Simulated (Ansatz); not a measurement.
Consider the ligand exchange at the In–C bond: `O[C]1([InH2])CC1` + `OBF` → `FB[O][InH2]` + `OC1CC1`.

Calculated with Ansatz (gas phase, PBE0-D4/def2-TZVP geometries, no zero-point term in ΔE). CCSD(T)/CBS is the MP2 limit (def2-TZVPP, def2-QZVPP) plus CCSD(T) − MP2 in def2-TZVPP, frozen cores. This one scheme is used for every species. Functionals use def2-TZVPP. def2 core potentials past Kr. For In outer-core shells are correlated without core-valence functions, which leaves a few kJ/mol of doubt a bond. Each species was taken in one conformer, which may not be the lowest.

```
           species  r2SCANh energy (Eh)
`O[C]1([InH2])CC1`           -383.82026
             `OBF`           -201.21113
     `FB[O][InH2]`           -392.00147
          `OC1CC1`           -193.06937
```

(1) Work out ΔE.

(2) What do rigid-rotor, harmonic-oscillator terms from PBE0-D4/def2-TZVP frequencies (298.15 K, 1 bar) make of the CCSD(T)/CBS value? (Estimate.)

Largest T1 diagnostic among the species: 0.016.

Answers

(1) ΔE = (-392.00147) + (-193.06937) − (-383.82026) − (-201.21113) = -0.03945 Eh = -103.6 kJ/mol. CCSD(T)/CBS gives -99.6 kJ/mol.

(2) The calculation gave: ΔZPE = +4.5 kJ/mol, ΔH = -96.6 kJ/mol, ΔS = -4 J/(mol·K), ΔG = -95.5 kJ/mol.

In def2-TZVPP, CCSD(T) changes the Hartree–Fock value by +15.8 kJ/mol (the triples alone add +1.5 kJ/mol) and MP2 by +19.2 kJ/mol. At CCSD(T), def2-SVP lies −5.9 kJ/mol from the extrapolated value and def2-TZVPP +2.5 kJ/mol.
